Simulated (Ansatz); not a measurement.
Basis-set extrapolation for CH$_{5}$AlBN, SMILES `[BH2][Al]1[CH2][NH]1` (PBE0-D4/def2-TZVP geometry, frozen core, the Gaussian-basis code of Ansatz). Multiplicity 1, RHF reference.

```
                      def2-TZVPP   def2-QZVPP
                 HF  -361.793845  -361.806799
    MP2 correlation    -0.550127    -0.587163
CCSD(T) correlation    -0.612119      not run
```

Energies in hartree. Use E(X) = E(∞) + A·exp(−7.88·√X) for Hartree–Fock and E(X) = E(∞) + B·X^(−2.97) for correlation, with X = 3 and 4, and add CCSD(T) minus MP2 of the smaller set to the MP2 limit.

Task: What is the CCSD(T) energy at the basis-set limit?

Result: HF limit: -361.806799 + (-0.012954) × 0.13774 = -361.80858. MP2 limit: -0.587163 + (-0.037036) × 0.74074 = -0.61460. Higher-order term: -0.612119 − (-0.550127) = -0.06199. Total: -362.48517 hartree, 49.7 kcal/mol below CCSD(T)/def2-TZVPP.
